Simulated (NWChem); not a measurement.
System: sulfuric acid (H₂SO₄); SMILES O=S(=O)(O)O

NWChem input:

```
start job
memory heap 200 mb stack 900 mb global 1100 mb
geometry units angstroms noautosym nocenter noautoz
  O      0.821928     0.951370     0.806994
  S     -0.191319    -0.000173    -0.001061
  O     -0.853200     0.788207    -1.003759
  O     -0.862057    -0.789230     0.995200
  O      0.830625    -0.950738    -0.799301
  H      1.082782     1.682592     0.224934
  H      1.086593    -1.681661    -0.214690
end
basis spherical
  * library 6-31g*
end
dft
  xc b3lyp
  iterations 150
end
property
  shielding 4 1 2 3 6
end
task dft property
```

Output (shortened):

```
             Northwest Computational Chemistry Package (NWChem) 7.3.0
             --------------------------------------------------------

                             Geometry "geometry" -> ""
                             -------------------------

 Output coordinates in angstroms (scale by  1.889725989 to convert to a.u.)

  No.       Tag          Charge          X              Y              Z
 ---- ---------------- ---------- -------------- -------------- --------------
    1 O                    8.0000     0.82192800     0.95137000     0.80699400
    2 S                   16.0000    -0.19131900    -0.00017300    -0.00106100
    3 O                    8.0000    -0.85320000     0.78820700    -1.00375900
    4 O                    8.0000    -0.86205700    -0.78923000     0.99520000
    5 O                    8.0000     0.83062500    -0.95073800    -0.79930100
    6 H                    1.0000     1.08278200     1.68259200     0.22493400
    7 H                    1.0000     1.08659300    -1.68166100    -0.21469000

 Effective nuclear repulsion energy (a.u.)     286.6119762500

                              NWChem Property Module
                              ----------------------

  itol2e modified to match energy
  convergence criterion.

                                 NWChem DFT Module
                                 -----------------

 Summary of "ao basis" -> "ao basis" (spherical)
 ------------------------------------------------------------------------------
       Tag                 Description            Shells   Functions and Types
 ---------------- ------------------------------  ------  ---------------------
 O                           6-31g*                  6       14   3s2p1d
 S                           6-31g*                  8       18   4s3p1d
 H                           6-31g*                  2        2   2s

  itol2e modified to match energy
  convergence criterion.

            General Information
            -------------------
          SCF calculation type: DFT
          Wavefunction type:  closed shell.
          No. of atoms     :     7
          No. of electrons :    50
           Alpha electrons :    25
            Beta electrons :    25
          Charge           :     0
          Spin multiplicity:     1
          Use of symmetry is: off; symmetry adaption is: off
          Maximum number of iterations: 150
          AO basis - number of functions:    78
                     number of shells:    36
          Convergence on energy requested:  1.00D-07
          Convergence on density requested:  1.00D-05
          Convergence on gradient requested:  5.00D-04

              XC Information
              --------------
                         B3LYP Method XC Potential
                     Hartree-Fock (Exact) Exchange  0.200
                        Slater Exchange Functional  0.800 local
                    Becke 1988 Exchange Functional  0.720 non-local
              Lee-Yang-Parr Correlation Functional  0.810
                  VWN I RPA Correlation Functional  0.190 local

             Grid Information
             ----------------
          Grid used for XC integration:  fine
          Radial quadrature: Mura-Knowles
          Angular quadrature: Lebedev.
          Tag              B.-S. Rad. Rad. Pts. Rad. Cut. Ang. Pts.
          ---              ---------- --------- --------- ---------
          O                   0.60       70           9.0       590
          S                   1.00      123           8.0       770
          H                   0.35       60          10.0       590
          Grid pruning is: on
          Number of quadrature shells:   523
          Spatial weights used:  Erf1

      Superposition of Atomic Density Guess
      -------------------------------------

 Sum of atomic energies:        -697.46955496

      Non-variational initial energy
      ------------------------------

 Total energy =    -699.586861
 1-e energy   =   -1533.711063
 2-e energy   =     547.512226
 HOMO         =      -0.426402
 LUMO         =       0.095488

   convergence    iter        energy       DeltaE   RMS-Dens  Diis-err
 ---------------- ----- ----------------- --------- --------- ---------
 d= 0,ls=0.0,diis     1   -699.9612679373 -9.87D+02  3.12D-02  2.18D+00
 d= 0,ls=0.0,diis     2   -699.5956520600  3.66D-01  2.02D-02  6.34D+00
 d= 0,ls=0.0,diis     3   -700.1820012514 -5.86D-01  3.57D-03  1.31D-01
 d= 0,ls=0.0,diis     4   -700.1901467402 -8.15D-03  1.43D-03  4.38D-02
 d= 0,ls=0.0,diis     5   -700.1941986289 -4.05D-03  2.22D-04  9.64D-04
  Resetting Diis
 d= 0,ls=0.0,diis     6   -700.1942853987 -8.68D-05  4.86D-05  2.75D-05
 d= 0,ls=0.0,diis     7   -700.1942883674 -2.97D-06  7.24D-06  2.55D-07
 d= 0,ls=0.0,diis     8   -700.1942883754 -7.97D-09  4.13D-06  1.91D-07

         Total DFT energy =     -700.194288375352
      One electron energy =    -1533.166572144092
           Coulomb energy =      607.323262103827
    Exchange-Corr. energy =      -60.962954585099
 Nuclear repulsion energy =      286.611976250012

 Numeric. integr. density =       49.999999563460

                       DFT Final Molecular Orbital Analysis
                       ------------------------------------

 Vector   23  Occ=2.000000D+00  E=-3.453761D-01
              MO Center= -6.6D-01,  1.2D-03, -5.2D-03, r^2= 2.4D+00
   Bfn.  Coefficient  Atom+Function         Bfn.  Coefficient  Atom+Function
  ----- ------------  ---------------      ----- ------------  ---------------
    36      0.330970  3 O  py                50     -0.330315  4 O  py
    37      0.279722  3 O  pz                51     -0.278422  4 O  pz
    40      0.248780  3 O  py                54     -0.248333  4 O  py
    41      0.204147  3 O  pz                55     -0.203282  4 O  pz
     5      0.119988  1 O  pz                65     -0.119851  5 O  pz

[...]

          -----------------------------------------
          Chemical Shielding Tensors (GIAO, in ppm)
          -----------------------------------------

                                NWChem CPHF Module
                                ------------------

  scftype          =     RHF
  nclosed          =       25
  nopen            =        0
  variables        =     1325
  # of vectors     =        3
  tolerance        = 0.10D-03
  level shift      = 0.00D+00
  max iterations   =       50
  max subspace     =       30

 SCF residual:    2.2477301522369510E-004

Iterative solution of linear equations
  No. of variables     1325
  No. of equations        3
  Maximum subspace       30
        Iterations       50
       Convergence  1.0D-04

   iter   nsub   residual    time
   ----  ------  --------  ---------
     1      3    2.92D-01      32.8
     2      6    1.71D-02      34.8
     3      9    1.38D-03      37.0
     4     12    4.47D-05      39.2

      Atom:    1  O
        Diamagnetic
    394.6141     13.3923      5.3077
     13.3923    403.8811      1.8538
      5.3077      1.8538    396.4259

        Paramagnetic
   -219.7477     59.8393     62.2513
     59.8393   -267.3466     73.5586
     62.2513     73.5586   -295.5975

        Total Shielding Tensor
    174.8663     73.2316     67.5590
     73.2316    136.5345     75.4123
     67.5590     75.4123    100.8285

           isotropic =     137.4098
          anisotropy =     222.2016

          Principal Components and Axis System
                 1           2           3
              285.5442     86.3041     40.3810

      1         0.6686     -0.7361     -0.1055
      2         0.5702      0.5985     -0.5627
      3         0.4773      0.3161      0.8199

      Atom:    2  S
        Diamagnetic
   1056.3297     -0.0095      0.0004
     -0.0095   1056.6711      1.9357
      0.0004      1.9357   1056.0680

        Paramagnetic
   -867.5274      0.7538     -0.6073
      0.7538   -820.6299   -161.4290
     -0.6073   -161.4290   -725.5337

        Total Shielding Tensor
    188.8023      0.7444     -0.6068
      0.7444    236.0412   -159.4933
     -0.6068   -159.4933    330.5343

           isotropic =     251.7926
          anisotropy =     296.7638

          Principal Components and Axis System
                 1           2           3
              449.6351    188.7997    116.9430

      1        -0.0036      1.0000     -0.0032
      2        -0.5983      0.0005      0.8013
      3         0.8013      0.0048      0.5983

      Atom:    3  O
        Diamagnetic
    395.6274    -10.2134     13.4127
    -10.2134    396.6991    -13.4269
     13.4127    -13.4269    403.0226

        Paramagnetic
   -291.1773     -0.8716     20.3386
     -0.8716   -258.5461     -2.0655
     20.3386     -2.0655   -247.6770

        Total Shielding Tensor
    104.4501    -11.0850     33.7513
    -11.0850    138.1530    -15.4925
     33.7513    -15.4925    155.3456

           isotropic =     132.6496
          anisotropy =      71.8288

          Principal Components and Axis System
                 1           2           3
              180.5354    129.9799     87.4334

      1         0.4193      0.1233      0.8994
      2        -0.4064      0.9114      0.0645
      3         0.8118      0.3926     -0.4323

      Atom:    4  H
        Diamagnetic
     22.1326      9.9661     -1.7056
      9.9661     36.3935     -8.4795
     -1.7056     -8.4795     25.2306

        Paramagnetic
      4.1798     -4.1130      1.2492
     -4.1130     -4.0305      6.8243
      1.2492      6.8243     -1.3997

        Total Shielding Tensor
     26.3124      5.8530     -0.4564
      5.8530     32.3630     -1.6552
     -0.4564     -1.6552     23.8308

           isotropic =      27.5021
          anisotropy =      12.9689

          Principal Components and Axis System
                 1           2           3
               36.1480     23.8140     22.5442

      1         0.5114      0.4071      0.7568
      2         0.8490     -0.1030     -0.5183
      3        -0.1330      0.9075     -0.3983
```

Level: B3LYP/6-31G* (spherical d), GIAO. All runs use the structure optimised with PBE0/def2-SVP. The output numbers the shielded atoms by their place in the input's list. The printed shielding anisotropy is the first printed principal value minus the mean of the other two.
